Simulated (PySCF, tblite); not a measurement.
Isomers of C5H10NPSi. All values are computed: GFN2-xTB (tblite) harmonic vibrations without scaling, gas phase. This tight-binding method is rough: wavenumbers can miss measured ones by several per cent, in bad cases by 10 to 20. Modes of hydrogen on phosphorus and silicon can be 10 to 20 % off. One conformer each.

Electronic energies: PBE0/pcSseg-1 single points on the GFN2-xTB geometries (PySCF, gas phase).

| SMILES | electronic energy, lowest = 0 (kJ/mol) |
| --- | --- |
| C=CC(=C)[Si@H](P)N=C | 80.4 |
| C=C[C@@H](C#N)[Si@H](C)P | 0.0 |
| C=C[C@@H](C#N)[Si@@H](C)P | 5.1 |
| C=CC(=C)/C=N/[SiH2]P | 77.9 |

Problem. How do GFN2-xTB zero-point energies change the relative energies?

Solution. 
```json
{"SMILES": "C=C[C@@H](C#N)[Si@H](C)P", "ZPE (kJ/mol)": "341.6", "of it from modes above 1550 cm⁻¹": "193.2", "electronic (kJ/mol)": "0.0", "with ZPE, lowest = 0 (kJ/mol)": "0.0", "lowest mode (cm⁻¹)": "25", "rings": "0"}
{"SMILES": "C=C[C@@H](C#N)[Si@@H](C)P", "ZPE (kJ/mol)": "341.5", "of it from modes above 1550 cm⁻¹": "193.0", "electronic (kJ/mol)": "5.1", "with ZPE, lowest = 0 (kJ/mol)": "5.0", "lowest mode (cm⁻¹)": "22", "rings": "0"}
{"SMILES": "C=CC(=C)/C=N/[SiH2]P", "ZPE (kJ/mol)": "336.0", "of it from modes above 1550 cm⁻¹": "194.4", "electronic (kJ/mol)": "77.9", "with ZPE, lowest = 0 (kJ/mol)": "72.3", "lowest mode (cm⁻¹)": "30", "rings": "0"}
{"SMILES": "C=CC(=C)[Si@H](P)N=C", "ZPE (kJ/mol)": "339.5", "of it from modes above 1550 cm⁻¹": "198.5", "electronic (kJ/mol)": "80.4", "with ZPE, lowest = 0 (kJ/mol)": "78.2", "lowest mode (cm⁻¹)": "39", "rings": "0"}
```

The zero-point energies span 5.6 kJ/mol, from `C=CC(=C)/C=N/[SiH2]P` to `C=C[C@@H](C#N)[Si@H](C)P`. The order is unchanged.

Problem. And how do the electronic energies of GFN2-xTB itself compare?

Solution. `C=C[C@@H](C#N)[Si@H](C)P` 45.5; `C=C[C@@H](C#N)[Si@@H](C)P` 46.3; `C=CC(=C)/C=N/[SiH2]P` 0.0; `C=CC(=C)[Si@H](P)N=C` 67.7 kJ/mol, lowest = 0. Against the energies above, taken from the same isomer `C=C[C@@H](C#N)[Si@H](C)P`, the largest difference is 123.4 kJ/mol.
